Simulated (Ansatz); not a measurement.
F₂GeH₂ (`[F][GeH2][F]`). Total charge 0; spin multiplicity 1.

Task: List the harmonic frequencies (cm⁻¹, unscaled) at PBE0-D4/def2-TZVP in Ansatz. (An estimate is asked.)

Result: The calculation gave: 239, 590, 637, 722, 727, 809, 856, 2209, 2226.

Task: Is this a minimum?

Result: Yes, all 9 modes are real.

Task: Give the ideal-gas thermochemistry at 298.15 K and 1 bar (rigid rotor, harmonic oscillator; point group C2v, symmetry number 2).

Result: Zero-point energy 53.9 kJ/mol; H(298) − E = 66.9 kJ/mol; entropy 277.3 J/(mol·K), of which translation 167.8, rotation 94.5, vibration 15.0; G(298) − E = -15.8 kJ/mol.
